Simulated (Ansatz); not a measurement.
One change: `FC[NH][AlH2]` becomes `FCN[SiH2]Cl`.

Ansatz, PBE0-D4/def2-TZVP geometries, multiplicity 1. Each molecule was computed in one conformer, which needn't be the lowest.

```tsv
property	`FC[NH][AlH2]`
HOMO–LUMO gap (PBE/def2-TZVPP) / eV	4.80
size of the dipole moment (B3LYP/def2-TZVPP) / D	1.75
HOMO energy (ωB97M-V/def2-TZVPP) / eV	-10.29
LUMO energy (B3LYP/def2-TZVPP) / eV	-1.24
HOMO–LUMO gap (PBE0/def2-TZVPP) / eV	6.90
HOMO–LUMO gap (B3LYP/def2-TZVPP) / eV	6.45
```

**Question.** What does the change do to each property? (Estimate.)

**Answer.** Ansatz gave: 
```json
{"property": "HOMO–LUMO gap (PBE/def2-TZVPP) / eV", "`FCN[SiH2]Cl`": "6.26", "shift": "1.46"}
{"property": "size of the dipole moment (B3LYP/def2-TZVPP) / D", "`FCN[SiH2]Cl`": "1.11", "shift": "-0.64"}
{"property": "HOMO energy (ωB97M-V/def2-TZVPP) / eV", "`FCN[SiH2]Cl`": "-10.55", "shift": "-0.26"}
{"property": "LUMO energy (B3LYP/def2-TZVPP) / eV", "`FCN[SiH2]Cl`": "0.06", "shift": "1.30"}
{"property": "HOMO–LUMO gap (PBE0/def2-TZVPP) / eV", "`FCN[SiH2]Cl`": "8.53", "shift": "1.63"}
{"property": "HOMO–LUMO gap (B3LYP/def2-TZVPP) / eV", "`FCN[SiH2]Cl`": "8.03", "shift": "1.58"}
```

With PBE0 the HOMO falls by 0.30 eV and the LUMO rises by 1.33 eV, so the gap widens by about 1.63 eV. PBE moves the HOMO by -0.21 eV and ωB97M-V by -0.26 eV. The zero-point energy changes by 15.2 kJ/mol with +3 modes. Dipoles are sizes alone; their direction can turn.

B3LYP here is the variant with VWN-RPA as its local correlation; programs differ in this.
